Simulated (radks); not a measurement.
Q: Valence configurations of Nb I (all share [Kr]). Method: scalar-relativistic Kohn-Sham, LDA (Slater exchange, Perdew-Wang correlation), spin-polarised, spherical densities, point nucleus; open shells are filled with parallel spins first (spin-orbit coupling, left out, can overturn this in heavy ions); computed with a radial shooting solver on a logarithmic mesh with Libxc functionals. Order these by energy: 4d3 5s1.5 5p0.5; 4d2 5s1 5p2; 4d3 5s2; 4d4 5s0.5 5p0.5; 4d3.5 5s1 5p0.5; 4d1 5s1 5p3; 4d3.5 5p1.5; 4d4 5s1; 4d4 5p1; 4d3 5s1 5p1.

A: From the lowest, in eV above it: 4d4 5s1 0.000; 4d3 5s2 0.939; 4d3.5 5s1 5p0.5 1.359; 4d4 5s0.5 5p0.5 1.609; 4d3 5s1.5 5p0.5 2.153; 4d3 5s1 5p1 3.131; 4d4 5p1 3.247; 4d3.5 5p1.5 4.834; 4d2 5s1 5p2 8.074; 4d1 5s1 5p3 15.040. NIST lists [Kr] 4d4 5s1 as the ground configuration; this level of theory agrees among the configurations tried. The energies are those of spherical high-spin densities, not of single terms.
